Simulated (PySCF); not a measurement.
C₅H₅FO.

```xyz
12

O     -1.3106     0.0235     1.6910
C     -1.3499    -0.1068     0.4958
C     -0.1420     0.0234    -0.4246
F     -0.6204     0.2599    -1.6983
C      0.8705    -1.0921    -0.2646
C      1.7773    -0.2757     0.3037
C      0.9715     0.9875     0.0934
H     -2.2961    -0.3506    -0.0618
H      0.8060    -2.1667    -0.4562
H      2.7417    -0.4518     0.7903
H      0.7206     1.5876     0.9833
H      1.3315     1.6369    -0.7204
```

The structure is a stationary point at r2SCAN-D4/def2-SVP. The structure was generated by enumeration; whether it is a known compound was not checked. Other conformers were not sampled.

Level of theory: PBE/pcSseg-1 (PySCF). Non-relativistic, no solvent.

Computed absolute GIAO shielding of each atom: isotropic value and principal components (ppm):
| atom | σ(iso) | σ11 | σ22 | σ33 | span |
|---|---|---|---|---|---|
| O1 | -353.2 | -983.0 | -430.8 | 354.2 | 1337.2 |
| C2 | -27.7 | -111.2 | -40.6 | 68.5 | 179.7 |
| C3 | 76.6 | 53.8 | 68.3 | 107.8 | 54.1 |
| F4 | 337.2 | 286.9 | 337.2 | 387.6 | 100.7 |
| C5 | 34.6 | -66.6 | 37.1 | 133.3 | 199.9 |
| C6 | 27.5 | -88.2 | 16.7 | 154.1 | 242.3 |
| C7 | 132.1 | 117.5 | 131.0 | 147.7 | 30.2 |
| H8 | 20.7 | 18.1 | 20.6 | 23.5 | 5.4 |
| H9 | 24.8 | 24.1 | 24.7 | 25.6 | 1.4 |
| H10 | 24.4 | 22.9 | 24.8 | 25.3 | 2.4 |
| H11 | 28.1 | 25.5 | 27.1 | 31.7 | 6.3 |
| H12 | 28.3 | 25.5 | 27.2 | 32.2 | 6.7 |
